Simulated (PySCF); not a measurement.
# TDDFT excited states: C5H10BF

C₅H₁₀BF.
SMILES: `FB1CCCCC1`

Computed, not measured: TDDFT B3LYP/def2-SVPD, vertical, gas phase, core orbitals frozen in the response (PySCF). One conformer (not necessarily the lowest) at the PBE0-D3(BJ)/def2-SVP geometry, without solvent, vibrations or thermal averaging.

Q: Predict the UV-vis stick spectrum at this level.

A: 

| state | E (eV) | λ (nm) | f | symmetry | main configurations (H = HOMO, L = LUMO) |
| --- | --- | --- | --- | --- | --- |
| S1 | 5.91 | 209.6 | 0.0005 | – | H→L (96%) |
| S2 | 7.15 | 173.4 | 0.011 | A″ | H→L+1 (95%) |
| S3 | 7.37 | 168.3 | 0.0033 | A′ | H-1→L (93%) |
| S4 | 7.61 | 163.0 | 0.0033 | A′ | H-2→L (94%) |
| S5 | 7.67 | 161.7 | 0.017 | A″ | H→L+2 (97%) |
| S6 | 7.91 | 156.8 | 0.016 | A′ | H→L+3 (97%) |
| S7 | 7.96 | 155.9 | 0.011 | A″ | H→L+4 (86%), H-3→L (11%) |
| S8 | 7.99 | 155.1 | 0.017 | A″ | H-3→L (86%), H→L+4 (12%) |
| S9 | 8.18 | 151.5 | 0.0017 | – | H-4→L (94%) |
| S10 | 8.36 | 148.2 | 0.025 | A′ | H-1→L+1 (95%) |

Triplets, Tamm–Dancoff:

```tsv
state	E (eV)	λ (nm)	main configurations (H = HOMO, L = LUMO)
T1	5.50	225.3	H→L (92%)
T2	7.01	176.8	H→L+1 (92%)
T3	7.08	175.1	H-1→L (89%)
T4	7.45	166.5	H-2→L (95%)
```

The lowest singlet comes at 210 nm (571 kJ/mol) in the ultraviolet; it is very weak; its leading configuration is HOMO→LUMO (96%). The most intense listed level is S10 at 8.36 eV (148 nm, f = 0.025), 2.45 eV above S1. It is the last of those listed, so stronger ones may follow. Löwdin shares by element: HOMO carbon 33% or more, boron 19%, fluorine 10% (atoms not listed hold the other 38%); LUMO boron 38%, carbon 23% or more, fluorine 12% (atoms not listed hold the other 28%). Of the 10 states listed, 6 reach f = 0.01 and none stays under 0.0005. The oscillator strengths of these states sum to 0.107; summed over the whole spectrum of an exact calculation they would give the number of electrons, 54 (Thomas–Reiche–Kuhn). Weighted by f, the mean energy of these states is 7.89 eV. All these states lie below the vertical ionisation energy of 9.81 eV (ΔSCF). Symmetry labels in Cs follow from the direction of the transition dipole and are given only for states with f of 0.002 or more. Only the lowest 10 singlets were computed, as vertical energies without vibronic structure.
